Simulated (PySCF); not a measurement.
H5NO3Ti, SMILES [Ti]([OH])([OH])([OH])[NH2], multiplicity 1.

Coordinates come from a B3LYP-D3(BJ)/def2-SVP optimisation. The multiplicity is an assumed one; no other spin state was optimised. The structure was generated by enumeration; whether it is a known compound was not checked. The values are those of a single conformer.

These are CAM-B3LYP/def2-TZVP (PySCF) values and carry that method's errors.

Gas-phase values at a fixed geometry.

```json
{
 "total_energy": "-1133.16478 hartree",
 "highest_occupied_level": "-8.85 eV",
 "lowest_empty_level": "0.08 eV",
 "orbital_gap": "8.93 eV",
 "dipole_moment": "1.61 D",
 "quadrupole, principal values (traceless, Buckingham form, about the centre of nuclear charge)": "-9.81, 3.34, 6.47 D·Å",
 "mean_static_polarisability": "53.4 bohr³ (7.92 Å³)",
 "polarisability_principal_values": "50.0, 53.4, 56.9 bohr³"
}
```
